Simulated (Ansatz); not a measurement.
Cost and result up the ladder for the cluster TaO₄H₃ (8 atoms). Total charge 0; singlet. Geometry: PBE-D4/def2-SVP.

Cartesian coordinates in Å:
```
Ta -0.190 0.070 0.232
O 1.545 -0.688 -0.473
O 0.984 -0.107 -1.703
O -1.199 -1.118 1.336
O 0.216 1.505 1.118
H 1.585 0.654 -1.879
H -1.408 0.750 -0.879
H -1.532 -1.065 2.247
```

Ansatz on 4 threads of Arm Neoverse V1 on a shared host. Times are rough, and most runs start from the orbitals of an earlier one. PBE0-D4/def2-TZVP serves as the yardstick here, not as an exact answer. Binding counts from free atoms at the same level (Ta quartet, O triplet, H doublet; other spins of the atoms weren't run), without zero-point energy or a counterpoise term.

In the def2 sets Ta takes a core potential; there is no spin–orbit coupling. Correlated methods freeze 4 core orbitals; core or outer-core shells of Ta are correlated, in sets that lack core-valence functions. The structure holds one bond between oxygen atoms, so isomers without such links may lie far lower. No other spin state of charge 0 was run. Another isomer (singlet) lies 0.40 eV lower at PBE0-D4/def2-TZVP; other spin states weren't run for this one.

Correlated methods converge slowly with the basis.

| level | functions | wall time |
| --- | --- | --- |
| HF/def2-TZVP | 182 | 1.1 s |
| PBE-D4/def2-TZVP (with forces) | 182 | 2 s |
| PBE0-D4/def2-TZVP | 182 | 2.1 s |
| r2SCAN-D4/def2-TZVP | 182 | 3.2 s |
| CCSD(T)/def2-TZVP | 182 | 98 s |

Task: Estimate what each level gives for the binding energy per atom (eV).

Result: 
| level | binding energy per atom (eV) | difference from PBE0-D4/def2-TZVP (eV) | remarks |
| --- | --- | --- | --- |
| HF/def2-TZVP | 2.43 | -1.66 | – |
| PBE-D4/def2-TZVP (with forces) | 4.37 | 0.28 | – |
| PBE0-D4/def2-TZVP | 4.09 | 0.00 | – |
| r2SCAN-D4/def2-TZVP | 4.21 | 0.12 | – |
| CCSD(T)/def2-TZVP | 4.04 | -0.05 | test for broken spin undecided |
